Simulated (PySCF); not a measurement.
C₃H₇ClOSi, SMILES C([SiH2]Cl)CC=O. The structure is a stationary point at PBE-D3(BJ)/def2-SVP. The structure was generated by enumeration, and PubChem lists no compound with its InChIKey, so it may never have been made. The values are those of a single conformer.

Computed equilibrium geometry at PBE-D3(BJ)/def2-SVP (PySCF confirms it by a frequency run) as bond lengths and angles (one conformer of several):
Atoms: O1 C2 C3 C4 Si5 Cl6 H7 H8 H9 H10 H11 H12 H13. Bonded distances (Å): O1–C2 1.221, C2–C3 1.505, C2–H7 1.128, C3–C4 1.531, C3–H8 1.117, C3–H9 1.113, C4–Si5 1.909, C4–H10 1.108, C4–H11 1.111, Si5–Cl6 2.115, Si5–H12 1.494, Si5–H13 1.500. Bond angles (°): O1–C2–C3 122.6, O1–C2–H7 120.3, C3–C2–H7 117.0, C2–C3–C4 112.9, C2–C3–H8 105.1, C2–C3–H9 109.1, C4–C3–H8 111.4, C4–C3–H9 113.5, H8–C3–H9 104.2, C3–C4–Si5 115.9, C3–C4–H10 110.6, C3–C4–H11 110.2, Si5–C4–H10 106.8, Si5–C4–H11 106.7, H10–C4–H11 106.2, C4–Si5–Cl6 104.0, C4–Si5–H12 115.3, C4–Si5–H13 112.8, Cl6–Si5–H12 104.7, Cl6–Si5–H13 105.4, H12–Si5–H13 113.3.
Charge 0, spin multiplicity 1.
